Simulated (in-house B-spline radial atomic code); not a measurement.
How numerical settings move a run on Dy²⁺, [Xe] 4f10. Computed with an all-electron radial atomic-structure program (B-spline basis): scalar-relativistic (X2C) BP86, spherical fractional occupations, Fermi nucleus of rms radius 5.2218 fm.

Command:
```bash
python run_scf.py task.json out
```
Settings of the sound reference run:
```
Z                66
electrons        64
configuration    [Xe] 4f10
hamiltonian      x2c
method           b88,p86
spin_polarised   False
nucleus          fermi
rms_radius       5.2218
mass_number      164
atomic_mass      163.9292
speed_of_light   137.036
knot_spacing     0.22
spline_order     8
gauss_points     12
box_radius       22.22
max_iterations   70
damping          0.5
damped_steps     3
diis_vectors     10
tolerance        1e-08
start            Thomas-Fermi
```

Run time, properties included: 0.26 s on 1 thread of Intel(R) Xeon(R) 6975P-C (shared host).

It converges in 11 iterations to -12157.671153 hartree, with 4f at -17.1636 eV. The other runs change the listed settings, some to values that make no sense; their results aren't properties of the atom or ion. Radii are in bohr (the nuclear one in fm), a minus after a letter asks for a j subshell, and «unchanged» means within 1e-8 hartree. The run stops when the residual is below 10 × tolerance × max(1, Z/10), or a noise floor if that is larger, and the energy moves by less than 1e-8 × √|E| hartree; so very loose and very tight tolerances often act alike.

```tsv
changed settings	outcome
box_radius = 4.44	converged in 11 iterations, energy +1.39e-02 hartree from the reference, 4f level +4.9e-01 eV (the program warns: 4f reaches the box edge; 5s reaches the box edge)
box_radius = 0.89, max_iterations = 50, tolerance = 0.0001, start = bare nucleus	converged in 8 iterations, energy +3.51e+02 hartree from the reference, 4f level +4.6e+02 eV (the program warns: 4f has a positive eigenvalue: unbound, held by the box; 4s has a positive eigenvalue: unbound, held by the box)
max_iterations = 3, damped_steps = 0, tolerance = 1e-10	not converged after 3 iterations, last residual 4.7e-01, last energy +7.00e+00 hartree from the reference
box_radius = 88.88	converged in 11 iterations, energy -1.04e-06 hartree from the reference, 4f level -1.6e-06 eV
box_radius = 44.44	converged in 11 iterations, energy -9.66e-07 hartree from the reference, 4f level -1.1e-06 eV
spline_order = 10, max_iterations = 75, damped_steps = 0, tolerance = 1e-05	converged in 9 iterations, energy +1.25e-06 hartree from the reference, 4f level -9.2e-05 eV
damping = 0	converged in 14 iterations, energy unchanged, 4f level +1.1e-04 eV
gauss_points = 6, max_iterations = 12	converged in 11 iterations, energy +6.32e-07 hartree from the reference, 4f level -4.6e-06 eV
box_radius = 6.67	converged in 10 iterations, energy +1.16e-04 hartree from the reference, 4f level +1.1e-02 eV (the program warns: 4f reaches the box edge; 5p reaches the box edge)
box_radius = 3.33	converged in 10 iterations, energy +2.17e-01 hartree from the reference, 4f level +3.5e+00 eV (the program warns: 4f reaches the box edge; 4d reaches the box edge)
max_iterations = 75, damping = 0.2, diis_vectors = 4, tolerance = 1e-10	converged in 15 iterations, energy unchanged, 4f level +1.2e-05 eV
box_radius = 1.33	converged in 8 iterations, energy +6.13e+01 hartree from the reference, 4f level +1.5e+02 eV (the program warns: 4f has a positive eigenvalue: unbound, held by the box; 5s has a positive eigenvalue: unbound, held by the box)
box_radius = 2.22	converged in 9 iterations, energy +4.10e+00 hartree from the reference, 4f level +2.6e+01 eV (the program warns: 4f has a positive eigenvalue: unbound, held by the box; 4s reaches the box edge)
```

**Question.** What happens with damping = 0.8?

**Answer.** Converged in 12 iterations, energy unchanged, 4f level +5.3e-05 eV.

**Question.** What happens with electrons = 72, configuration = [Xe] 4f10 7s2 7p6, max_iterations = 60?

**Answer.** Converged in 35 iterations to -12157.2004 hartree, a different physical problem (warning: 7s has a positive eigenvalue: unbound, held by the box).

**Question.** What happens with start = bare nucleus?

**Answer.** Converged in 13 iterations, energy unchanged, 4f level -1.8e-06 eV.

**Question.** What happens with damping = 0.2?

**Answer.** Converged in 13 iterations, energy unchanged, 4f level -3.5e-05 eV.
